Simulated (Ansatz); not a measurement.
Energy needed to pull apart ZnBH₂ (SMILES [BH][ZnH]), doublet, into free ground-state atoms, from the structure below (displaced at random from a GFN2-xTB minimum); no zero-point or spin–orbit terms; open-shell atoms are treated unrestricted, in their ground-state multiplicity.

```xyz
4
angstrom
B 0.2038 -0.8063 0.8416
Zn -0.1802 0.6664 -0.3557
H 0.8331 -1.6732 1.2098
H -0.8708 1.8459 -1.4742
```

Ansatz 0.2.0; basis: def2-TZVPP; cores frozen in the correlated methods; orbitals are unrestricted. The 3s and 3p shells of Cu and Zn are frozen; filled d shells are correlated.

```json
{"method": "PBE-D4", "atomization energy (kcal/mol)": "162.3"}
{"method": "revPBE-D4", "atomization energy (kcal/mol)": "158.5"}
{"method": "r2SCAN-D4", "atomization energy (kcal/mol)": "168.8"}
{"method": "PBE0-D4", "atomization energy (kcal/mol)": "162.5"}
{"method": "HSE06-D4", "atomization energy (kcal/mol)": "162.5"}
{"method": "wB97M-V", "atomization energy (kcal/mol)": "161.2"}
{"method": "HF", "atomization energy (kcal/mol)": "?"}
{"method": "MP2", "atomization energy (kcal/mol)": "?"}
{"method": "CCSD", "atomization energy (kcal/mol)": "152.4"}
{"method": "CCSD(T)", "atomization energy (kcal/mol)": "153.9"}
```

**Question.** What does MP2 give? (Judge from chemistry; the value comes from the calculation.)

**Answer.** The calculation gives: 155.7 kcal/mol, which is about 1.8 kcal/mol more than CCSD(T)/def2-TZVPP.

**Question.** What does HF give? (To be estimated.)

**Answer.** By the calculation: 122.1 kcal/mol, which is about 31.8 kcal/mol less than CCSD(T)/def2-TZVPP.

In triple zeta the MP2 and coupled-cluster atomization energies are still short of their basis limit by a few kcal/mol a bond, whereas those of the functionals are nearly converged, so these differences are not deviations from converged CCSD(T).

The T1 diagnostic stays at or below 0.018. ⟨S²⟩ of the unrestricted Hartree–Fock references: 0.76 (a pure state has 0.75).

For scale, one of the runs: CCSD(T)/def2-TZVPP forces, 123 basis functions, launched by `ansatz run in.yaml --threads 4 --pin off --events-out ev --progress --plain --max-ram 5222MiB`. Hardware: 4 CPU threads, shared host. Wall time 110 s; peak host memory 1.9 GiB.
